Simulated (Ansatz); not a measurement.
`CCC(CC(CC(C)OC(C)=O)OC(C)=O)OC(C)=O`. The state is a triplet with charge 0. Geometry PBE-D4/def2-SVP, that of the neutral singlet; atoms count from 1.

```xyz
44

C    -3.677    2.042   -0.100
C    -2.293    2.348    0.468
C    -1.219    1.368    0.002
C     0.176    1.678    0.551
C     1.186    0.565    0.259
C     1.088   -0.641    1.212
C     0.467   -1.874    0.541
C     1.436   -2.622   -0.360
O     0.021   -2.817    1.559
C    -1.156   -2.533    2.165
C    -1.543   -3.633    3.127
O    -1.815   -1.530    1.946
O     2.522    1.134    0.333
C     3.295    1.034   -0.781
C     4.620    1.726   -0.574
O     2.950    0.481   -1.812
O    -1.118    1.475   -1.450
C    -1.207    0.354   -2.209
C    -0.870    0.661   -3.647
O    -1.468   -0.755   -1.777
H    -4.009    1.023    0.187
H    -3.670    2.093   -1.208
H    -4.433    2.764    0.266
H    -2.318    2.307    1.578
H    -1.979    3.381    0.196
H    -1.528    0.333    0.260
H     0.115    1.859    1.645
H     0.527    2.619    0.079
H     1.059    0.230   -0.790
H     2.104   -0.889    1.584
H     0.477   -0.365    2.094
H    -0.428   -1.568   -0.038
H     1.836   -1.940   -1.136
H     0.930   -3.466   -0.867
H     2.289   -3.021    0.226
H    -0.676   -3.936    3.744
H    -2.377   -3.294    3.764
H    -1.862   -4.527    2.553
H     5.366    1.316   -1.277
H     4.964    1.629    0.472
H     4.497    2.808   -0.787
H    -1.167    1.689   -3.926
H     0.233    0.583   -3.761
H    -1.343   -0.086   -4.309
```

Single mean-field runs in def2-TZVP are fitted with def2-universal-jkfit. At PBE0-D4/def2-TZVP a singlet of charge 0 lies 5.23 eV below the triplet at the same geometry.

Problem. Estimate the Mulliken populations of the heavy atoms from the PBE0/def2-TZVP orbitals of Ansatz.

Solution. 
```csv
atom,charge (e),spin (α − β)
C1,-0.38,0.00
C2,-0.18,0.00
C3,-0.04,0.01
C4,-0.17,0.01
C5,0.06,-0.01
C6,-0.16,0.00
C7,0.02,0.01
C8,-0.39,0.00
O9,-0.23,0.00
C10,0.34,0.00
C11,-0.38,0.00
O12,-0.37,0.00
O13,-0.25,0.00
C14,0.33,0.00
C15,-0.38,0.00
O16,-0.37,0.00
O17,-0.26,0.14
C18,0.18,0.71
C19,-0.38,0.03
O20,-0.14,0.97
```
Mulliken values depend strongly on the basis.

Problem. Where does the spin sit?

Solution. Summed by element: C 0.77, O 1.11, H 0.12, of 2 unpaired in all. Largest on single atoms: O20 0.97, C18 0.71, O17 0.14.

Problem. And the Mayer bond orders between heavy atoms (over 0.3)?

Solution. C1–C2 1.02 (1.53 Å); C2–C3 1.01 (1.53 Å); C3–C4 0.99 (1.53 Å); C3–O17 0.87 (1.46 Å); C4–C5 0.99 (1.53 Å); C5–C6 0.92 (1.54 Å); C5–O13 0.83 (1.45 Å); C6–C7 0.98 (1.54 Å); C7–C8 0.98 (1.52 Å); C7–O9 0.88 (1.46 Å); O9–C10 1.19 (1.35 Å); C10–C11 1.00 (1.51 Å); C10–O12 1.95 (1.22 Å); O13–C14 1.17 (1.36 Å); C14–C15 1.00 (1.51 Å); C14–O16 1.96 (1.22 Å); O17–C18 1.04 (1.36 Å); C18–C19 0.99 (1.51 Å); C18–O20 1.25 (1.22 Å).
